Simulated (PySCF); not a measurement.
One of the candidates below gave these computed data.

All candidates are C7H15NO.

| technique | computed result |
| --- | --- |
| 1H NMR | chemical shifts (computed TMS as zero) by class: 8.26 (1 H), 4.27 (1 H), 1.50 (6 H), 1.14 (1 H), 0.99 (6 H) ppm [GIAO PBE0/pcSseg-1] |
| 13C NMR | chemical shifts (computed TMS as zero) by class: 161.8 (1 C), 57.4 (1 C), 42.3 (1 C), 22.4 (2 C), 18.6 (2 C) ppm [GIAO PBE0/pcSseg-1] |
| NMR, other nuclei | isotropic shieldings of nuclei other than C and H, by class: 104 (1 N), -91 (1 O) ppm [GIAO PBE0/pcSseg-1] |
| Dipole | 3.89 D [PBE0/pcSseg-1] |
| Rotational structure | rotational constants A, B, C: 2.772, 1.092, 0.978 GHz [GFN2-xTB] |

Electronic properties: PySCF, gas phase, density fitting. Levels stand in brackets. Isolated species at its GFN2-xTB geometry (one conformer only). Each NMR value is the plain mean over a class of atoms that symmetry, rotation or inversion makes alike.

**Question.** Which candidate is it?
A. `CC(C)C(C)(C)NC=O`
B. `CC(=O)NCCC(C)C`
C. `CN(C)C(=O)C(C)(C)C`
D. `CCC(=O)N(CC)CC`
E. `CCC(=O)N(C)C(C)C`

**Answer.** A. It is `CC(C)C(C)(C)NC=O`. Numbering: `[CH3:1][CH:2]([CH3:3])[C:4]([CH3:5])([CH3:6])[NH:7][CH:8]=[O:9]`. Its formula, C7H15NO, gives 1 degree of unsaturation: 0 rings and 1 π bond in the structure found. 7 carbons fall into 5 classes; from least to most shielded: amide carbonyl carbon [C8] (161.8 ppm), sp3 carbon bound to nitrogen [C4] (57.4 ppm), sp3 CH carbon [C2] (42.3 ppm), methyl carbon [C5/C6] (22.4 ppm, 2 C, up to 7.6 ppm apart in this geometry), methyl carbon [C1/C3] (18.6 ppm, 2 C). Hydrogen classes from least to most shielded: 1 H on an amide carbonyl carbon, C8 (8.26 ppm), 1 H on an amide nitrogen, N7 (4.27 ppm), 6 H on 2 methyl carbons, C5/C6 (1.50 ppm, a mean of values up to 2.4 ppm apart in this geometry), 1 H on an sp3 CH carbon, C2 (1.14 ppm), 6 H on 2 methyl carbons, C1/C3 (0.99 ppm). The other shieldings belong to: 104 ppm, amide nitrogen [N7]; -91 ppm, amide oxygen [O9]. The optimised geometry has point group C1 and is an asymmetric top.

The others, at the same levels:
- `CN(C)C(=O)C(C)(C)C` fails: its computed 13C shifts are 178.4 (1 C), 39.9 (1 C), 39.5 (1 C), 38.0 (1 C), 29.6 (3 C) ppm, 1H shifts are 3.19 (3 H), 3.18 (3 H), 1.28 (9 H) ppm and rotational constant A is 2.362 GHz (against 2.772 GHz).
- `CCC(=O)N(CC)CC` fails: it has 7 carbon classes against 5; its computed 13C shifts are 173.4 (1 C), 43.0 (1 C), 41.9 (1 C), 29.2 (1 C), 15.3 (1 C), 14.0 (1 C), 11.2 (1 C) ppm, 1H shifts are 3.48 (2 H), 3.20 (2 H), 2.15 (2 H), 1.20 (3 H), 1.08 (3 H), 1.03 (3 H) ppm and rotational constant A is 1.973 GHz (against 2.772 GHz).
- `CCC(=O)N(C)C(C)C` fails: it has 6 carbon classes against 5; its computed 13C shifts are 174.5 (1 C), 44.2 (1 C), 30.3 (1 C), 29.1 (1 C), 21.6 (2 C), 11.2 (1 C) ppm, 1H shifts are 5.52 (1 H), 2.75 (3 H), 2.09 (2 H), 1.22 (3 H), 0.98 (6 H) ppm and rotational constant A is 2.985 GHz (against 2.772 GHz).
- `CC(=O)NCCC(C)C` fails: it has 6 carbon classes against 5; its computed 13C shifts are 167.9 (1 C), 45.6 (1 C), 40.5 (1 C), 30.3 (1 C), 25.0 (2 C), 24.3 (1 C) ppm, 1H shifts are 4.40 (1 H), 3.55 (2 H), 1.86 (3 H), 1.30 (1 H), 1.16 (2 H), 0.99 (6 H) ppm and rotational constant A is 3.830 GHz (against 2.772 GHz).

Each candidate is one conformer, not necessarily the lowest. The conformers computed, where there is a choice (atom-mapped SMILES and torsion angles):
- `[CH3:1][CH:2]([CH3:3])[C:4]([CH3:5])([CH3:6])[NH:7][CH:8]=[O:9]`: C1–C2–C4–C5 -54°, C2–C4–N7–C8 -176°, C4–N7–C8–O9 2°
- `[CH3:1][N:2]([CH3:3])[C:4](=[O:5])[C:6]([CH3:7])([CH3:8])[CH3:9]`: C1–N2–C4–O5 180°, N2–C4–C6–C7 -54°
- `[CH3:1][CH2:2][C:3](=[O:4])[N:5]([CH2:6][CH3:7])[CH2:8][CH3:9]`: C1–C2–C3–O4 -5°, C2–C3–N5–C6 180°, C3–N5–C6–C7 -92°, C3–N5–C8–C9 -93°
- `[CH3:1][CH2:2][C:3](=[O:4])[N:5]([CH3:6])[CH:7]([CH3:8])[CH3:9]`: C1–C2–C3–O4 -2°, C2–C3–N5–C6 -1°, C3–N5–C7–C8 115°
- `[CH3:1][C:2](=[O:3])[NH:4][CH2:5][CH2:6][CH:7]([CH3:8])[CH3:9]`: C1–C2–N4–C5 177°, C2–N4–C5–C6 -115°, N4–C5–C6–C7 -179°, C5–C6–C7–C8 -70°
